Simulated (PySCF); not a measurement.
An unknown gives this computed stick spectrum. Method used: PySCF 2.14.0, density-fitted response routines, TDDFT CAM-B3LYP/def2-SVPD, vertical, gas phase, core orbitals frozen in the response. Geometries: GFN2-xTB, one conformer each.

| state | E (eV) | f | main configurations (H = HOMO, L = LUMO) |
| --- | --- | --- | --- |
| S1 | 5.91 | 0.0035 | H-1→L (56%), H-1→L+3 (9%) |
| S2 | 6.08 | 0.020 | H→L (76%), H-1→L+1 (8%) |
| S3 | 6.29 | 0.0024 | H-2→L+1 (33%), H→L+1 (28%) |
| S4 | 6.37 | 0.016 | H-2→L (33%), H-1→L+1 (22%), H→L (10%) |
| S5 | 7.14 | 0.036 | H→L+1 (47%), H-2→L+1 (20%), H→L+2 (12%) |
| S6 | 7.21 | 0.038 | H-3→L (24%), H-1→L (22%), H-1→L+3 (17%) |
| S7 | 7.50 | 0.011 | H→L+3 (48%), H→L+2 (12%), H-2→L+1 (11%) |
| S8 | 7.55 | 0.064 | H→L+2 (43%), H-1→L+1 (12%) |

Orbital energies (eV): HOMO-3 -10.56, HOMO-2 -9.75, HOMO-1 -9.25, HOMO -9.05, LUMO 0.44, LUMO+1 1.01, LUMO+2 1.27.

Question: Which candidate is it? All have the formula C2H7NSi2.
A. `N#CC[SiH2][SiH3]`
B. `C#C[Si@@H](N)[SiH3]`
C. `N#C[SiH2]C[SiH3]`
D. `N[SiH2]C#C[SiH3]`

Answer: B. Its S1 lies at 5.91 eV; the nearest of the others has S1 at 5.59 eV. S1 is HOMO-1→LUMO (56%), HOMO-1→LUMO+3 (9%). Löwdin shares by element: HOMO nitrogen 58%, carbon 21%, silicon 6% or more; LUMO silicon 39%, carbon 25% (atoms not listed hold the other 36%). At the same level the other candidates give, for their lowest levels:
- `N#C[SiH2]C[SiH3]`: 7.19 eV (f 0.001); 7.47 eV (f 0.011); 7.49 eV (f 0.010); 7.97 eV (f 0.071); 8.30 eV (f 0.012); T1 5.99 eV; HOMO -10.54, LUMO 0.36 eV
- `N[SiH2]C#C[SiH3]`: 5.59 eV (f 0.000); 5.83 eV (f 0.013); 5.88 eV (f 0.002); 6.40 eV (f 0.080); 7.18 eV (f 0.000); T1 4.68 eV; HOMO -9.04, LUMO 0.40 eV
- `N#CC[SiH2][SiH3]`: 7.35 eV (f 0.034); 7.49 eV (f 0.011); 7.65 eV (f 0.020); 7.70 eV (f 0.025); 7.90 eV (f 0.055); T1 6.40 eV; HOMO -10.06, LUMO 0.43 eV

Shape of the structure used: `[CH:1]#[C:2][Si@@H:3]([NH2:4])[SiH3:5]`: H–N4–Si3–C2 -63°, H–N4–Si3–C2 76°.
Triplets come from the Tamm–Dancoff approximation.
